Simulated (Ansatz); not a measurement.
Stepwise reaction of `[SiH3][SnH]([SiH3])[SiH3]` with hydrogen, as a gas-phase model of exchange steps in deposition or etching. ΔE in kJ/mol; ΔG adds harmonic PBE0-D4 terms to CCSD(T)/CBS, at 1 bar.

Program: Ansatz. Geometries: PBE0-D4/def2-TZVP. ΔE: electronic, gas phase. CBS: MP2 limit from def2 TZ/QZ plus the TZ coupled-cluster correction, frozen cores. This one scheme is used for every species. DFT in def2-TZVPP. B3LYP here is the variant with VWN-RPA as its local correlation; programs differ in this. def2 core potentials past Kr. For Sn outer-core shells are correlated without core-valence functions, which leaves a few kJ/mol of doubt a bond.

| step | reaction | PBE-D4 | B3LYP-D4 | ωB97M-V | CCSD(T)/CBS | ΔG(400 K) |
| --- | --- | --- | --- | --- | --- | --- |
| 1 | `[SiH3][SnH]([SiH3])[SiH3]` + H₂ → `[SiH3][SnH2][SiH3]` + SiH₄ | 24.0 | 13.6 | 10.2 | 17.7 | 17.0 |
| 2 | `[SiH3][SnH2][SiH3]` + H₂ → `[SiH3][SnH3]` + SiH₄ | 20.4 | 9.7 | 6.6 | 14.6 | 16.1 |

Q: Give the row of step 3, `[SiH3][SnH3]` + H₂ → `[SnH4]` + SiH₄. (An estimate is asked.)

A: The calculation gave: 
```csv
step,reaction,PBE-D4,B3LYP-D4,ωB97M-V,CCSD(T)/CBS,ΔG(400 K)
3,`[SiH3][SnH3]` + H₂ → `[SnH4]` + SiH₄,16.9,6.0,3.3,11.6,16.4
```

Q: By hand: ΔE of the 3 steps together at CCSD(T)/CBS.

A: (17.7) + (14.6) + (11.6) = 43.9 kJ/mol, or 14.6 kJ/mol a step.

In ΔE each step is lower than the one before. All are uphill at CCSD(T)/CBS. ΔG lies between 16.1 and 17.0 kJ/mol a step. PBE-D4 differs from CCSD(T)/CBS by 5.3 to 6.3 kJ/mol a step. Only this route is followed, and other bonds may react first. Isolated molecules leave out the surface, adducts and barriers. Largest T1 diagnostic: 0.013.
